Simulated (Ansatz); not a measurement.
Input for Ansatz (a program for electronic structure): R-BLYP/def2-TZVPP on H2PbS2 (SMILES [SH][Pb][SH]), a point of a torsion scan. Elements past Kr take the def2 small-core potentials; no spin–orbit coupling.

Ansatz 0.2 input:
```yaml
crystal:
  periodic: [false, false, false]
  atoms:
    - {symbol: S, position_ang: [1.44454022, -0.59765449, 0.09798751]}
    - {symbol: Pb, position_ang: [-0.43712878, -1.68417992, -1.26040469]}
    - {symbol: S, position_ang: [1.02223864, -2.85664505, -2.93938924]}
    - {symbol: H, position_ang: [1.06766994, 0.65817933, -0.08603822]}
    - {symbol: H, position_ang: [2.21154419, -2.49481873, -2.49656354]}
basis:
  gaussian:
    orbitals: def2-TZVPP
hamiltonian:
  xc: {name: BLYP}
scf: {lower_state_search: off}
```

Output:

```
WARN ansatz: RAYON_NUM_THREADS=1 ignored (pool sized by the plan → 1); use --threads N
Functional definition: BLYP
these checks for a lower state are left out or cut short: stability, starts, cluster_reference, orbital_swaps, neighbouring_geometries, increment
integrals: 0.09 GiB planned
1068 factors; their error is unknown
mean field: 0.53 GiB planned
mean field evaluation 1: about -26949.4954 eV, gradient 3.6e1 eV
mean field evaluation 2: about -26911.6456 eV, gradient 1.1e2 eV
mean field evaluation 4: about -26953.4846 eV, gradient 9.8e0 eV
mean field evaluation 8: about -26953.7544 eV, gradient 9.6e-2 eV
mean field evaluation 16: about -26953.7459 eV, gradient 9.2e-5 eV
mean field -26953.74594214 eV, -990.5318934686 hartree, gradient 3.1e-6 eV, S^2 0.000000; 0 other end points of the search recorded, 0 dependent functions left out
reference -26953.74624961 eV, -990.5319047678 hartree; 28, 28 occupied and 134, 134 virtual orbitals, 1068 factors
Total energy: -26953.74624961 eV, -990.5319047678 hartree
Checks for a lower state left out: stability, starts, cluster_reference, orbital_swaps, neighbouring_geometries, increment
```

The run converged.

Cost: about 1.6 core-seconds (a rough figure).
